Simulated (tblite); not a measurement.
A geometry optimisation, step by step.

Species: C₄H₆ClF₃Si.
Numbering: `[CH2:1]=[CH:2][CH2:3][Si@@H:4]([F:5])[C:6]([F:7])([F:8])[Cl:9]` (hydrogens: H10, H11 on C1; H12 on C2; H13, H14 on C3; H15 on Si4)

Computed with GFN2-xTB (tblite), gas phase: L-BFGS steps from a force-field or distance-geometry start until the largest atomic force falls under 0.01 eV/Å. 8 of its 59 geometries are shown.

Step 0: E = -873.7275 eV, largest atomic force 3.732 eV/Å
```
atom  x, y, z in Å  |  force x, y, z in eV/Å
C1     -2.795    0.593    0.321   -0.136  -0.288   0.003
C2     -1.851   -0.270   -0.035   -0.064  -0.017   0.227
C3     -0.469    0.123   -0.507   -0.643   0.293  -0.550
Si4     0.961   -0.487    0.534   -2.745  -0.931   2.351
F5      0.863   -2.105    0.577    0.337   0.385  -0.040
C6      2.551    0.068   -0.176    1.584   0.709  -0.853
F7      2.594    1.433   -0.227    0.203  -0.389  -0.079
F8      2.690   -0.351   -1.457    0.240   0.183   0.014
Cl9     3.940   -0.514    0.774    0.145   0.067  -0.057
H10    -2.653    1.669    0.285    0.006  -0.302   0.022
H11    -3.780    0.244    0.652    0.564   0.244  -0.196
H12    -2.072   -1.344    0.025    0.302   0.530  -0.103
H13    -0.407    1.220   -0.569   -0.157  -0.220  -0.067
H14    -0.346   -0.262   -1.531   -0.057   0.065   0.067
H15     0.770   -0.008    1.948    0.419  -0.330  -0.737
```

Step 8: E = -874.0036 eV, largest atomic force 0.148 eV/Å
```
atom  x, y, z in Å  |  force x, y, z in eV/Å
C1     -2.805    0.592    0.321    0.014  -0.031  -0.031
C2     -1.868   -0.261   -0.048    0.019   0.008   0.034
C3     -0.508    0.139   -0.535   -0.042  -0.004   0.024
Si4     0.863   -0.500    0.605   -0.082   0.072   0.021
F5      0.906   -2.107    0.589    0.043   0.091   0.032
C6      2.553    0.063   -0.177    0.073   0.012   0.002
F7      2.627    1.413   -0.234   -0.034   0.100   0.032
F8      2.718   -0.339   -1.455   -0.055  -0.080  -0.058
Cl9     3.958   -0.505    0.760    0.044  -0.067   0.070
H10    -2.646    1.659    0.283   -0.041  -0.087   0.005
H11    -3.772    0.255    0.658    0.050   0.060   0.007
H12    -2.038   -1.329    0.008   -0.029   0.057  -0.049
H13    -0.450    1.228   -0.601   -0.039  -0.030  -0.068
H14    -0.361   -0.263   -1.544    0.005   0.014   0.034
H15     0.819   -0.037    1.981    0.076  -0.115  -0.055
```

Step 17: E = -874.0143 eV, largest atomic force 0.056 eV/Å
```
atom  x, y, z in Å  |  force x, y, z in eV/Å
C1     -2.810    0.589    0.322   -0.002  -0.008  -0.011
C2     -1.873   -0.263   -0.050   -0.011   0.019  -0.033
C3     -0.518    0.146   -0.540   -0.008  -0.020   0.013
Si4     0.859   -0.475    0.606   -0.009  -0.003  -0.003
F5      0.926   -2.080    0.599   -0.008  -0.010  -0.026
C6      2.557    0.070   -0.170    0.014   0.029  -0.040
F7      2.645    1.420   -0.236    0.025   0.037   0.014
F8      2.705   -0.347   -1.447   -0.007  -0.024  -0.028
Cl9     3.954   -0.520    0.767    0.003  -0.018   0.026
H10    -2.652    1.655    0.284   -0.001  -0.018   0.021
H11    -3.774    0.261    0.667    0.004   0.001  -0.002
H12    -2.052   -1.329   -0.013    0.011   0.034   0.002
H13    -0.476    1.234   -0.634   -0.007  -0.042  -0.008
H14    -0.358   -0.275   -1.540   -0.004  -0.003   0.025
H15     0.861   -0.081    1.998    0.000   0.025   0.050
```

Step 25: E = -874.0162 eV, largest atomic force 0.025 eV/Å
```
atom  x, y, z in Å  |  force x, y, z in eV/Å
C1     -2.814    0.590    0.320    0.007  -0.004   0.024
C2     -1.878   -0.262   -0.054   -0.003   0.000  -0.001
C3     -0.519    0.141   -0.537   -0.009   0.010  -0.006
Si4     0.861   -0.464    0.613   -0.013   0.000  -0.007
F5      0.926   -2.070    0.584    0.007  -0.002  -0.003
C6      2.558    0.080   -0.173    0.017   0.000   0.001
F7      2.671    1.428   -0.242   -0.005   0.008   0.012
F8      2.700   -0.345   -1.448    0.001  -0.009  -0.003
Cl9     3.943   -0.530    0.774    0.001  -0.010  -0.003
H10    -2.655    1.655    0.296    0.005  -0.005   0.001
H11    -3.778    0.259    0.666   -0.006  -0.002  -0.014
H12    -2.059   -1.327   -0.021    0.001  -0.001  -0.001
H13    -0.480    1.226   -0.646    0.001   0.010  -0.006
H14    -0.352   -0.291   -1.530   -0.002  -0.012   0.007
H15     0.872   -0.081    2.009   -0.002   0.014   0.001
```

Step 33: E = -874.0166 eV, largest atomic force 0.021 eV/Å
```
atom  x, y, z in Å  |  force x, y, z in eV/Å
C1     -2.815    0.588    0.325    0.002   0.001  -0.005
C2     -1.879   -0.261   -0.054   -0.001  -0.004   0.003
C3     -0.521    0.142   -0.537   -0.006   0.000  -0.008
Si4     0.861   -0.460    0.612   -0.010  -0.001  -0.004
F5      0.929   -2.065    0.579   -0.001  -0.003   0.008
C6      2.560    0.080   -0.172    0.021  -0.002   0.003
F7      2.675    1.427   -0.237    0.004   0.005   0.003
F8      2.701   -0.344   -1.447   -0.002   0.003  -0.007
Cl9     3.943   -0.538    0.773   -0.002  -0.003   0.000
H10    -2.653    1.653    0.304   -0.004   0.004   0.006
H11    -3.782    0.258    0.661    0.007  -0.001   0.004
H12    -2.060   -1.327   -0.025   -0.004  -0.006  -0.002
H13    -0.482    1.226   -0.654    0.000   0.000   0.000
H14    -0.354   -0.299   -1.526   -0.001   0.000  -0.006
H15     0.872   -0.073    2.008   -0.002   0.007   0.006
```

Step 41: E = -874.0170 eV, largest atomic force 0.030 eV/Å
```
atom  x, y, z in Å  |  force x, y, z in eV/Å
C1     -2.813    0.586    0.330   -0.004  -0.006   0.004
C2     -1.882   -0.264   -0.058    0.003   0.006   0.002
C3     -0.524    0.139   -0.545    0.002  -0.002   0.003
Si4     0.861   -0.453    0.608   -0.011   0.002   0.001
F5      0.930   -2.058    0.591   -0.004   0.006   0.005
C6      2.566    0.080   -0.169    0.013  -0.005   0.008
F7      2.693    1.427   -0.222   -0.002   0.003   0.000
F8      2.704   -0.334   -1.448    0.005   0.003  -0.002
Cl9     3.946   -0.556    0.771   -0.027  -0.001  -0.014
H10    -2.653    1.652    0.322    0.012  -0.010  -0.011
H11    -3.780    0.253    0.665   -0.005   0.000   0.015
H12    -2.068   -1.329   -0.034    0.010   0.010  -0.012
H13    -0.489    1.223   -0.666    0.004  -0.009  -0.001
H14    -0.360   -0.306   -1.534    0.005   0.003   0.005
H15     0.864   -0.051    2.000   -0.001   0.001  -0.004
```

Step 50: E = -874.0176 eV, largest atomic force 0.023 eV/Å
```
atom  x, y, z in Å  |  force x, y, z in eV/Å
C1     -2.811    0.579    0.341    0.015  -0.005   0.005
C2     -1.884   -0.269   -0.065    0.009   0.003  -0.009
C3     -0.528    0.136   -0.557    0.004  -0.002  -0.004
Si4     0.857   -0.440    0.603   -0.010   0.004  -0.004
F5      0.926   -2.046    0.614   -0.004   0.004  -0.003
C6      2.570    0.081   -0.169    0.012  -0.011   0.012
F7      2.716    1.427   -0.199   -0.005  -0.004   0.002
F8      2.709   -0.314   -1.453   -0.013   0.003  -0.001
Cl9     3.936   -0.591    0.767   -0.021   0.006  -0.007
H10    -2.644    1.644    0.338   -0.001  -0.006   0.004
H11    -3.774    0.247    0.686    0.011   0.001  -0.008
H12    -2.071   -1.333   -0.056    0.004   0.009   0.010
H13    -0.493    1.219   -0.686   -0.011  -0.008   0.000
H14    -0.363   -0.316   -1.542    0.006   0.003   0.000
H15     0.852   -0.016    1.988    0.004   0.003   0.005
```

Step 58: E = -874.0181 eV, largest atomic force 0.009 eV/Å
```
atom  x, y, z in Å  |  force x, y, z in eV/Å
C1     -2.801    0.573    0.350    0.001  -0.004  -0.001
C2     -1.881   -0.273   -0.072   -0.001  -0.001  -0.008
C3     -0.529    0.134   -0.571    0.002   0.003   0.002
Si4     0.851   -0.428    0.601   -0.004   0.000   0.002
F5      0.917   -2.033    0.630   -0.007   0.001   0.000
C6      2.567    0.081   -0.167    0.005   0.000   0.007
F7      2.729    1.425   -0.177    0.001   0.003  -0.004
F8      2.703   -0.297   -1.457   -0.005   0.000   0.004
Cl9     3.920   -0.620    0.764    0.006   0.000  -0.007
H10    -2.634    1.637    0.354    0.000  -0.003   0.002
H11    -3.762    0.239    0.700   -0.001   0.002   0.002
H12    -2.070   -1.337   -0.068    0.002  -0.002   0.002
H13    -0.502    1.217   -0.705    0.007   0.001  -0.006
H14    -0.358   -0.323   -1.552   -0.002   0.002   0.004
H15     0.845    0.014    1.981   -0.002  -0.001   0.001
```

Question: Summarise the path.

Answer: The energy falls by 6.70 kcal/mol from step 0 to step 58; nine tenths of that is first reached at step 5. It falls at every step. The largest force goes from 3.732 to 0.009 eV/Å. Among the bonds Si4–C6 changes most, from 1.828 to 1.947 Å; the atoms move by 0.095 Å rms after alignment.

What follows is the cost of the whole relaxation. Hardware: one thread of an Arm Neoverse N1, shared host. Cost: 0.81 s wall.
